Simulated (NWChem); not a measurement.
System: C2H6F2Si; SMILES C[Si](C)(F)F

Input file for NWChem:

```
start job
memory heap 200 mb stack 900 mb global 1100 mb
geometry units angstroms noautosym nocenter noautoz
  C     -1.569166     0.000000     0.962682
  Si     0.000000     0.000000    -0.017377
  C      1.569166     0.000000     0.962682
  F      0.000000     1.291904    -0.999726
  F      0.000000    -1.291904    -0.999726
  H     -1.632630    -0.891437     1.605587
  H     -2.442249     0.000000     0.292372
  H     -1.632630     0.891437     1.605587
  H      2.442249     0.000000     0.292372
  H      1.632630    -0.891437     1.605587
  H      1.632630     0.891437     1.605587
end
basis spherical
  * library def2-svp
end
dft
  xc pbe0
  iterations 150
end
cosmo
  do_cosmo_smd true
  solvent toluene
end
task dft energy
```

Parts of the log:

```
             Northwest Computational Chemistry Package (NWChem) 7.3.0
             --------------------------------------------------------

                             Geometry "geometry" -> ""
                             -------------------------

 Output coordinates in angstroms (scale by  1.889725989 to convert to a.u.)

  No.       Tag          Charge          X              Y              Z
 ---- ---------------- ---------- -------------- -------------- --------------
    1 C                    6.0000    -1.56916600     0.00000000     0.96268200
    2 Si                  14.0000     0.00000000     0.00000000    -0.01737700
    3 C                    6.0000     1.56916600     0.00000000     0.96268200
    4 F                    9.0000     0.00000000     1.29190400    -0.99972600
    5 F                    9.0000     0.00000000    -1.29190400    -0.99972600
    6 H                    1.0000    -1.63263000    -0.89143700     1.60558700
    7 H                    1.0000    -2.44224900     0.00000000     0.29237200
    8 H                    1.0000    -1.63263000     0.89143700     1.60558700
    9 H                    1.0000     2.44224900     0.00000000     0.29237200
   10 H                    1.0000     1.63263000    -0.89143700     1.60558700
   11 H                    1.0000     1.63263000     0.89143700     1.60558700

 Effective nuclear repulsion energy (a.u.)     254.4004811974

                                 NWChem DFT Module
                                 -----------------

 Summary of "ao basis" -> "ao basis" (spherical)
 ------------------------------------------------------------------------------
       Tag                 Description            Shells   Functions and Types
 ---------------- ------------------------------  ------  ---------------------
 C                          def2-svp                 6       14   3s2p1d
 Si                         def2-svp                 8       18   4s3p1d
 F                          def2-svp                 6       14   3s2p1d
 H                          def2-svp                 3        5   2s1p

 in cosmo_initialize ...
 calling solv_data for solv:toluene

 solvent parameters
 solvname_short: toluene
 solvname_long:  toluene
 dielec:        2.3741
 dielecinf:     2.2383
 nonaqueous SMD model solvent descriptors
 dielec:        2.3741
 sola:          0.0000
 solb:          0.1400
 solc:          0.8570
 solg:         40.2000
 solh:          0.0000
 soln:          1.4961

[...]

                                COSMO-SMD solvation results
                                ---------------------------

             internal energy in gas <Psi(g)|H|Psi(g)> =      -568.440130584079
         internal energy in solvent <Psi(s)|H|Psi(s)> =      -568.439863462286
                               delta internal energy  =         0.000267121793 (    0.17 kcal/mol)
   total free energy in solvent <Psi(s)|H+V/2|Psi(s)> =      -568.444437441029
 polarization energy contribution <Psi(s)|V/2|Psi(s)> =        -0.004573978743 (   -2.87 kcal/mol)
    total free energy in solvent including G(SMD-CDS) =      -568.444331106843
                       G(SMD-CDS) energy contribution =         0.000106334185 (    0.07 kcal/mol)
     1 M fixed-concentration free energy of solvation =        -0.004200522764 (   -2.64 kcal/mol)

                       DFT Final Molecular Orbital Analysis
                       ------------------------------------

 Vector   23  Occ=2.000000D+00  E=-4.061200D-01
              MO Center=  1.2D-08, -9.2D-09,  6.4D-01, r^2= 4.8D+00
   Bfn.  Coefficient  Atom+Function         Bfn.  Coefficient  Atom+Function
  ----- ------------  ---------------      ----- ------------  ---------------
    80     -0.250590   7 H  s                90      0.250590   9 H  s
     6      0.248151   1 C  pz               38     -0.248151   3 C  pz
     4      0.163228   1 C  px               36      0.163228   3 C  px
    50      0.163419   4 F  px               64      0.163420   5 F  px
     9      0.126753   1 C  pz               41     -0.126753   3 C  pz

 Vector   24  Occ=2.000000D+00  E=-3.881604D-01
              MO Center=  2.8D-08, -8.5D-09,  3.8D-01, r^2= 3.6D+00
   Bfn.  Coefficient  Atom+Function         Bfn.  Coefficient  Atom+Function
  ----- ------------  ---------------      ----- ------------  ---------------
    52      0.252007   4 F  pz               66      0.252007   5 F  pz
    17      0.242610   2 Si s                 6     -0.221078   1 C  pz
    38     -0.221078   3 C  pz               24      0.181332   2 Si pz
    55     -0.174284   4 F  pz               69     -0.174284   5 F  pz
    16      0.156887   2 Si s                 4      0.154140   1 C  px

 Vector   25  Occ=2.000000D+00  E=-3.263223D-01
              MO Center= -4.1D-08, -7.2D-09,  5.6D-01, r^2= 3.3D+00
   Bfn.  Coefficient  Atom+Function         Bfn.  Coefficient  Atom+Function
  ----- ------------  ---------------      ----- ------------  ---------------
     4      0.299625   1 C  px               36      0.299625   3 C  px
    22     -0.266329   2 Si px                7      0.192225   1 C  px
    39      0.192225   3 C  px                3      0.188764   1 C  s
    35     -0.188764   3 C  s                50     -0.180700   4 F  px
    64     -0.180700   5 F  px                6     -0.151182   1 C  pz

 Vector   26  Occ=0.000000D+00  E= 5.888161D-02
              MO Center= -2.7D-09, -1.3D-08,  9.6D-01, r^2= 7.3D+00
   Bfn.  Coefficient  Atom+Function         Bfn.  Coefficient  Atom+Function
  ----- ------------  ---------------      ----- ------------  ---------------
     3      1.768064   1 C  s                35      1.768064   3 C  s
    18     -1.237813   2 Si s                76     -0.684737   6 H  s
    86     -0.684737   8 H  s                96     -0.684737  10 H  s
   101     -0.684737  11 H  s                81     -0.556683   7 H  s
    91     -0.556683   9 H  s                49      0.214112   4 F  s

[...]
```

Level: PBE0/def2-SVP, SMD on the gas-phase geometry. All runs use the structure optimised with PBE0/def2-SVP. Solvent: toluene.
